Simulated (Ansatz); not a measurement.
Gas-phase electronic energies from Ansatz, PBE0-D4/def2-TZVP geometries. CCSD(T)/CBS is the MP2 limit (def2-TZVPP, def2-QZVPP) plus CCSD(T) − MP2 in def2-TZVPP, frozen cores. No spin–orbit coupling; open shells (•) take unrestricted orbitals. For Ge outer-core shells are correlated without core-valence functions, which leaves a few kJ/mol of doubt a bond. Scalar relativity is left out up to krypton. One conformer a species, not always the lowest.

Reaction (homolysis of the C–O bond): `NC[O][GeH3]` → `[CH2]N`• + `[O][GeH3]`•

| species | CCSD(T)/CBS(def2) energy (Eh) |
| --- | --- |
| `NC[O][GeH3]` | -2248.24755 |
| `[CH2]N`• | -95.09224 |
| `[O][GeH3]`• | -2152.99817 |

Work out ΔE.

ΔE = (-95.09224) + (-2152.99817) − (-2248.24755) = 0.15714 Eh = +4.28 eV.

Largest T1 diagnostic among the species: 0.016.

The D4 term adds +0.13 eV with B3LYP and +0.07 eV with PBE0; it sums over pairs of atoms, weighted by their polarisabilities, and B3LYP, whose exchange is more repulsive, gets the larger term. In def2-TZVPP, CCSD(T) changes the Hartree–Fock value by +1.57 eV (the triples alone add +0.14 eV) and MP2 by +1.98 eV; breaking electron pairs costs correlation energy, which Hartree–Fock lacks.

B3LYP here is the variant with VWN-RPA as its local correlation; programs differ in this.
